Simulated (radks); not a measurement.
The numbers below are computed, except where a source is named.
Excited configurations of the platinum ion Pt2+: one electron is placed in a higher orbital outside [Xe] 4f14 5d7. The ground configuration is [Xe] 4f14 5d8. Code: a radial shooting solver on a logarithmic mesh with Libxc functionals. Model: scalar-relativistic Kohn-Sham, PBE, spin-polarised, spherical densities, finite nucleus; open shells are filled with parallel spins first (spin-orbit coupling, left out, can overturn this in heavy ions); Fermi nuclear charge, rms radius 5.427 fm. Excitation = E - E(ground); binding = E(ion) - E, where the ion is the core of charge +3; n* = 3/sqrt(2 binding) in atomic units, and the quantum defect is n - n*.

outer orbital  excitation (eV)  binding (eV)     n*  quantum defect  eigenvalue (eV)  <r> (bohr)
5f                      22.744         8.479  3.800           1.200           -6.588       5.122
6s                       2.627        28.596  2.069           3.931          -24.309       2.413
6p                      11.141        20.082  2.469           3.531          -16.666       3.006
6d                      19.610        11.613  3.247           2.753           -9.554       4.558
6f                      25.440         5.783  4.602           1.398           -4.765       8.871
7s                      18.554        12.668  3.109           3.891          -10.959       5.079
7p                      21.082        10.141  3.475           3.525           -8.714       6.046
7d                      24.220         7.002  4.182           2.818           -5.939       8.224

The Delta-SCF ionisation energy is 31.223 eV (NIST Atomic Spectra Database: 29 eV, theoretical). Self-interaction in the functional shifts the binding energies and quantum defects, so they are the method's values and not measured ones. Open shells are spherical and high-spin; term and fine-structure splittings are not resolved. Spin-orbit splitting is averaged out at the scalar-relativistic level.
